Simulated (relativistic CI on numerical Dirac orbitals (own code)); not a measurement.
Br+: sensitivity of the levels to the model

Base calculation: Dirac-Coulomb-Breit CI, KLI orbitals optimised for each configuration, model QED, valence Slater integrals scaled by 0.85, P86 correlation energy added to each configuration.

Configurations in the expansion (outside the closed core [Ar] 3d10): 4s2 4p4, 4s2 4p3 5s, 4s 4p5, 4s2 4p3 4d, 4s2 4p3 5p, 4p6, 4s2 4p3 6s, 4s 4p4 4d, 4s2 4p3 5d, 4s2 4p3 6p, 4s2 4p3 4f, 4s2 4p3 7s, 4s2 4p3 6d, 4s2 4p3 7p, 4s2 4p3 5f, 4s2 4p3 5g, 4s2 4p3 7d, 4s2 4p2 4d2, 4s2 4p 4d2 5s, 4s2 4p 4d3, 4s2 4p 4d2 5p, 4s2 4p 4d2 6s, 4s 4p2 4d3. Double excitations out of closed p, d and f shells are left out; levels of such configurations are missing from the list, as are those of other unlisted configurations, and high levels can miss mixing partners. These lack a partner that the ground configuration has and come out too high: 4s2 4p3 5d, 4s2 4p3 6p, 4s2 4p3 4f, 4s2 4p3 7s, 4s2 4p3 6d.

Variants: (1) no correlation estimate; (2) self-excluded LDA correlation estimate; (3) QED terms removed. Shifts of the energy above 4s2 4p4 3P_2, in cm⁻¹, for the lowest level and the first level of each name with at least 55 % of one term (blank where a level changes its place among those of its configuration and J or its character, or is not in the variant):

| Level | Base | Δ(1) | Δ(2) | Δ(3) | Measured |
| --- | --- | --- | --- | --- | --- |
| 4s2 4p4 3P_2 | 0.0 | 0.0 | 0.0 | 0.0 | 0.0 |
| 4s2 4p4 3P_1 | 3051.8 | -2.4 | +0.6 | -7.2 | 3136.5 |
| 4s2 4p4 3P_0 | 3695.1 | -3.2 | +1.1 | -6.8 | 3837.4 |
| 4s2 4p4 1D_2 | 12558.8 | -1.3 | -1.3 | -5.4 | 12089.1 |
| 4s2 4p4 1S_0 | 25546.6 | -12.4 | +8.8 | -2.4 | 27867.1 |
| 4s2 4p3 5s 5S°_2 | 98377.8 | -4800.7 | +1611.2 | -45.7 | 93921.4 |
| 4s 4p5 3P°_2 | 102205.0 | -1784.2 | +517.3 | +93.8 | 96433.3 |
| 4s2 4p3 5s 3S°_1 | 103322.1 | -4792.7 | +1501.0 | -41.0 | 98470.1 |
| 4s 4p5 3P°_1 | 104481.4 | -1942.7 |  | +83.0 | 98801.1 |
| 4s 4p5 3P°_0 | 105813.8 |  | +535.5 | +75.4 | 100236.2 |
| 4s2 4p3 4d 5D°_3 | 108416.4 | -3745.2 | +754.9 | -19.2 | 104038.6 |
| 4s2 4p3 4d 5D°_4 | 108421.7 | -3745.2 | +755.1 | -19.5 | 104091.4 |
| 4s2 4p3 4d 5D°_2 | 108496.4 | -3713.2 | +751.9 | -18.2 | 104080.2 |
| 4s2 4p3 4d 5D°_1 | 108608.9 | -3590.2 | +743.9 | -15.0 | 104145.5 |

For a near-neutral ion this model can misplace configurations by up to about 10,000 cm⁻¹ (more where the count of f electrons changes) and terms by 10 to 25 % of their spread. Rates follow the energies as ν³ (E1, M1) or ν⁵ (E2), so they and the lifetimes can be off by large factors. The fine structure of a lone outer electron comes out too small, for d and f at times inverted, and misplaced configurations move strength between like terms. 25 of the 28 excited levels that our extract of the measured tables holds in this range could be paired (the sources list more); they are missed by 4020 cm⁻¹ on average and 5772 at most, and levels without a partner can miss by more.

Measured levels: NIST Handbook of Basic Atomic Spectroscopic Data (Sansonetti and Martin, J. Phys. Chem. Ref. Data 34, 1559 (2005)).

Ionisation energy from the two ground configurations alone: base 21.64 eV; no correlation estimate 20.5 eV; self-excluded LDA correlation estimate 21.86 eV. The NIST ASD value (measured) is 21.591 eV.

LS names give the leading component of a level, which can be under half, so a name can repeat, a term be missing and a line seem to break the LS rules.
